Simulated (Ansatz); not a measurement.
Compare A (`C[SiH2]BO[SiH3]`) with its isomer B (`[SiH3]BOC[SiH3]`).

Calculated with Ansatz (gas phase, PBE0-D4/def2-TZVP geometries, no zero-point term in ΔE). CBS: MP2 limit from def2 TZ/QZ plus the TZ coupled-cluster correction, frozen cores. Functionals use def2-TZVPP. B3LYP here is the variant with VWN-RPA as its local correlation; programs differ in this. Each species was taken in one conformer, which may not be the lowest.

Problem. Which isomer does CCSD(T)/CBS put lower? Give the gap. (An estimate is asked.)

Solution. The calculation gave: A, by 188.4 kJ/mol.

Problem. Give E(B) − E(A) in kJ/mol with MP2/def2-TZVPP, B3LYP-D4, CCSD(T)/def2-TZVPP, B3LYP, PBE0-D4, r2SCAN-D4, HF/def2-TZVPP. (Best estimate.)

Solution. The calculation gave: MP2/def2-TZVPP 195.4, B3LYP-D4 181.9, CCSD(T)/def2-TZVPP 184.8, B3LYP 184.3, PBE0-D4 176.4, r2SCAN-D4 183.0, HF/def2-TZVPP 204.5. None reverses the order clearly.

Largest T1 diagnostic: 0.015.

In def2-TZVPP, CCSD(T) changes the Hartree–Fock value by −19.7 kJ/mol (the triples alone add −3.8 kJ/mol) and MP2 by −9.1 kJ/mol. From PBE to PBE0 (25 % exact exchange), in def2-TZVPP and without D4, E(B) − E(A) moves by +9.5 kJ/mol.
